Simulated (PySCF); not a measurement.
C3H7ClSi, SMILES Cl[SiH2]C1CC1. Atoms are numbered in the order given.

```xyz
12

Cl     2.0818     0.5254    -0.1963
Si     0.4767    -0.7291     0.2729
C     -1.0925     0.2516     0.4812
C     -2.4265    -0.4127     0.1543
C     -1.8964     0.6726    -0.7384
H      0.2881    -1.6936    -0.8657
H      0.8437    -1.4739     1.5246
H     -1.1033     0.9568     1.3302
H     -3.2787    -0.1860     0.8138
H     -2.4202    -1.4482    -0.2251
H     -2.3806     1.6610    -0.7075
H     -1.5209     0.3910    -1.7361
```
Charge 0, spin multiplicity 1.

Geometry: PBE-D3(BJ)/def2-SVP. The structure was generated by enumeration, and PubChem lists no compound with its InChIKey, so it may never have been made. The values are those of a single conformer.

Vertical ionisation energy (IE) and electron affinity (EA) in eV. Rows of orbital energies are one-electron estimates. Where ΔSCF, EOM or ADC give a negative EA the extra electron is unbound and the value depends on the basis.

```
level                                         IE     EA
------------------------------------------  ----  -----
−ε(HOMO), −ε(LUMO), PBE0/def2-TZVP (PySCF)  8.36  -0.30
−ε(HOMO), −ε(LUMO), PBE/def2-TZVP (PySCF)   7.08   0.60
```
